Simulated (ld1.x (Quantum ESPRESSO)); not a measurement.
## What one change does to a pseudopotential (Ga, TM)

```
Element                 : Ga
Generator               : ld1.x (Quantum ESPRESSO) 7.5
Type                    : norm-conserving Troullier–Martins (Kleinman–Bylander form)
Functional              : PBEsol
Relativity              : scalar-relativistic
Frozen core             : [Ar]
Valence charge          : 13
Reference configuration : 3d10 4s2 4p1
Partial waves           : 4s (bound): rc 1.50 bohr; 4p (bound): rc 1.80 bohr; 3d (bound): rc 0.75 bohr
Local potential         : all-electron potential smoothed inside 0.85 bohr (lloc = -2)
Core correction         : none
```

Change: wave 4s (bound): rc 1.50 bohr becomes 4s (bound): rc 1.02 bohr.

Cutoffs: the cutoffs (Ry, on a coarse ladder) from which the occupation-weighted sum of valence levels, in a spherical-Bessel basis at the reference potential, stays within 10 and 1 mRy of its value at 400 Ry; they do not see the model core or the augmentation charge, which bear on the density cutoff. Errors are all-electron minus pseudo energies relative to the spin-unpolarised reference configuration.

Task: How do hardness, ghosts and transferability respond?

Result: Both files keep a bound ghost (s); of the 7 tests that both files solve, the error grows in 6 and shrinks in 0 by more than 15 % and 0.3 meV (median size 2.4 → 37.5 meV). That the errors move this way runs against the usual rule that smaller radii transfer better.

| quantity | base | changed |
| --- | --- | --- |
| cutoff, loose | over 300 Ry | over 300 Ry |
| cutoff, tight | over 300 Ry | over 300 Ry |
| loose cutoff by channel (10 mRy a level) | s 25 Ry, p 6 Ry, d 300 Ry | s 230 Ry, p 6 Ry, d 300 Ry |
| bound ghosts | s | s |
| error for 3d10 4s2 4p0, meV [ΔE 5.68 eV] | -2.0 | -2.7 |
| error for 3d10 4s1 4p0, meV [ΔE 26.82 eV] | -9.9 | +20 |
| error for 3d10 4s0 4p0, meV [ΔE 57.94 eV] | +14 | +208 |
| error for 3d9 4s2 4p1, meV [ΔE 27.71 eV] | -232 | -300 |
| error for 3d10 4s2 4p0.5, meV [ΔE 2.03 eV] | -0.2 | -0.3 |
| error for 3d10 4s1 4p1, meV [ΔE 13.08 eV] | +2.4 | +37 |
| error for 3d10 4s1 4p2, meV [ΔE 6.55 eV] | +0.8 | +39 |
| s: phases at 1.96 bohr within 0.05 rad from the reference energy up to (Ry; the scan ends near 5) | to the end of the scan | to the end of the scan |
| p: phases at 1.96 bohr within 0.05 rad from the reference energy up to (Ry; the scan ends near 5) | 0.6 | 0.6 |
| d: phases at 1.96 bohr within 0.05 rad from the reference energy up to (Ry; the scan ends near 5) | to the end of the scan | to the end of the scan |

 A true bound ghost makes a file unfit for plane-wave use even where its test errors are small: the radial tests pick states by their node count and pass the ghost by.
